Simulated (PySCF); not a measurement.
C2H5B. Atoms are numbered in the order given.

```xyz
8

B     -0.2060    -1.3471     0.0000
H     -1.3991    -1.3933     0.0000
H      0.4169    -2.3638     0.0000
C      0.4841     0.0240     0.0000
C     -0.2293     1.1597     0.0000
H      1.5681     0.1114     0.0000
H      0.2286     2.1440     0.0000
H     -1.3138     1.1344     0.0000
```

Geometry optimised at B3LYP-D3(BJ)/def2-TZVP.

Calculation: B3LYP/def2-TZVPD (PySCF).

Mulliken values depend strongly on the basis, most of all with diffuse functions as here. ESP charges are fitted to the potential on shells at 1.4 to 2.0 van der Waals radii. Atomic charges (e):

```json
[
 {"atom": "B1", "ESP fit": "0.25", "Mulliken": "0.08"},
 {"atom": "H2", "ESP fit": "-0.11", "Mulliken": "-0.07"},
 {"atom": "H3", "ESP fit": "-0.12", "Mulliken": "-0.05"},
 {"atom": "C4", "ESP fit": "-0.13", "Mulliken": "-0.20"},
 {"atom": "C5", "ESP fit": "-0.31", "Mulliken": "-0.48"},
 {"atom": "H6", "ESP fit": "0.10", "Mulliken": "0.24"},
 {"atom": "H7", "ESP fit": "0.16", "Mulliken": "0.23"},
 {"atom": "H8", "ESP fit": "0.16", "Mulliken": "0.26"}
]
```
